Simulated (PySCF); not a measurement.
```xyz
3
charge 0 multiplicity 2, angstrom
Ta    0.0000    0.0000   -0.3328
S     1.7314    0.0000    0.9451
S    -1.7314    0.0000    0.9451
```

These are results of UPBE0/[Ta def2-SVP with ECP60, S def2-SVP], scalar-relativistic core potentials, density fitting, no spin–orbit coupling, PySCF, not measurements.

This geometry of TaS2 is a stationary point at this level.

**Question.** What is the point group?

**Answer.** C2v.

**Question.** Is it a minimum?

**Answer.** Yes: all harmonic wavenumbers are real.

**Question.** What are the dipole moment and the gap between the highest occupied and lowest empty levels of either spin?

**Answer.** 5.17 D and 3.42 eV.

**Question.** Give the ideal-gas entropy at 298.15 K and 1 bar by parts.

**Answer.** translation 177.5, rotation 105.9, vibration 14.6, spin 5.8; total 303.8 J/(mol K).

**Question.** What is the atomisation energy, with and without zero-point energy?

**Answer.** 1051 kJ/mol without, 1043 kJ/mol with.

This need not be the most stable arrangement of these atoms. Open d and f shells are described by one determinant, and the ground state may have another occupation or spin. No spin–orbit coupling is included, which matters more the heavier the element.
